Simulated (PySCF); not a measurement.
Input of a response calculation (the driver script's job line, then coordinates in Å):

```
{"job": {"kind": "uv", "xc": "CAM-B3LYP", "basis": "def2-SVPD", "nstates": 8, "ntriplets": 3}, "charge": 0, "multiplicity": 1}
Si     2.576845     0.793039     0.245186
Se     2.213271    -1.359410    -0.443889
Si    -0.047527    -1.482870    -0.237974
C     -1.092580    -0.337839    -1.301661
C     -1.785732     0.428151    -0.471834
C     -1.545085     0.187962     0.984802
O     -0.528074    -0.761156     1.149782
H      4.006481     0.991506     0.055510
H      2.182792     0.922222     1.643873
H      1.782259     1.685998    -0.597696
H     -0.400815    -2.895182    -0.257694
H     -1.162764    -0.276743    -2.372379
H     -2.497342     1.191149    -0.747627
H     -1.248116     1.109680     1.498962
H     -2.458025    -0.188518     1.463795
```

Method: TDDFT CAM-B3LYP/def2-SVPD, vertical, gas phase, core orbitals frozen in the response in PySCF 2.14.0, density-fitted response routines. Job line and output are in the format of a driver script around the code.

Problem. What does the script print for it, SCF cycles aside?

Solution. 
```
converged SCF energy = -3174.3883176295

Static polarisability (au): isotropic 114.497, principal 95.153 117.229 131.110

Singlet excitations
state   eV       nm        f      main configurations
  1   5.4899    225.8   0.01707   H->L+1 0.48, H->L 0.41
  2   5.7229    216.6   0.01540   H->L 0.45, H->L+1 0.32, H->L+3 0.11
  3   6.1581    201.3   0.00694   H->L+3 0.37, H->L+2 0.28
  4   6.5480    189.3   0.10477   H-1->L 0.49, H->L+4 0.14, H->L+3 0.10
  5   6.5783    188.5   0.16133   H-1->L 0.35, H->L+4 0.19, H->L+2 0.17
  6   6.6179    187.3   0.02870   H->L+2 0.22, H->L+4 0.20, H->L+6 0.11
  7   6.6857    185.4   0.01878   H-1->L+1 0.59, H-1->L+3 0.11, H->L+4 0.10
  8   7.0415    176.1   0.00879   H->L+6 0.26, H->L+7 0.17, H->L+8 0.17

Triplet excitations (Tamm-Dancoff, eV): 4.4170 5.1216 5.4474
```

The structure is a single GFN2-xTB conformer in the gas phase; no vibrational or solvent corrections. Relativistic effects, spin–orbit coupling among them, are left out although an element past zinc is present.

H and L stand for HOMO and LUMO.

Conformer computed: `[SiH3:1][Se:2][Si@@H:3]1[CH:4]=[CH:5][CH2:6][O:7]1`: Si1–Se2–Si3–C4 63°.
